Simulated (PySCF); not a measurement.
H₆PSi, SMILES [SiH3][PH3+], charge +1. Coordinates come from a PBE-D3(BJ)/def2-TZVP optimisation. The isomer is the one that the SMILES or the coordinates give; other isomers of the formula were not compared.

Problem. Give the equilibrium geometry at PBE-D3(BJ)/def2-TZVP (PySCF confirms it by a frequency run) as Cartesian coordinates in Å, and its point group. (An estimate is asked for; the answer gives what the named calculation found.)

Solution. point group C3v.
```xyz
8

Si     0.0000     0.0000    -1.2148
P      0.0000     0.0000     1.1032
H     -1.2578     0.7262    -1.5217
H      0.0000    -1.4523    -1.5217
H      1.2578     0.7262    -1.5217
H      0.0000     1.2935     1.6747
H      1.1202    -0.6467     1.6747
H     -1.1202    -0.6467     1.6747
```
Charge +1, spin multiplicity 1.
